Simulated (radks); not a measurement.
Results of a calculation; reference values are marked as such.
Problem. All-electron atom: N+ in [He] 2s2 2p2. Code: a radial shooting solver on a logarithmic mesh with Libxc functionals. Model: Dirac Kohn-Sham, PBEsol, spin-unpolarised, spherical densities, finite nucleus; open shells fill j = l - 1/2 first; Fermi nuclear charge, rms radius 2.6991 fm. Some entries of the table are withheld. Estimate them.

| orbital | occ. | eigenvalue (eV) | <r> (bohr) |
|---|---|---|---|
| 1s1/2 | 2 | -399.9822 | (1) |
| 2s1/2 | 2 | -32.2980 | (2) |
| 2p1/2 | 2 | (3) | (4) |
| 2p3/2 | 0 | (5) | (6) |

Solution. 
(1) 1s1/2 <r> (bohr): 0.2301
(2) 2s1/2 <r> (bohr): 1.247
(3) 2p1/2 eigenvalue (eV): -20.6066
(4) 2p1/2 <r> (bohr): 1.276
(5) 2p3/2 eigenvalue (eV): -20.5828
(6) 2p3/2 <r> (bohr): 1.277
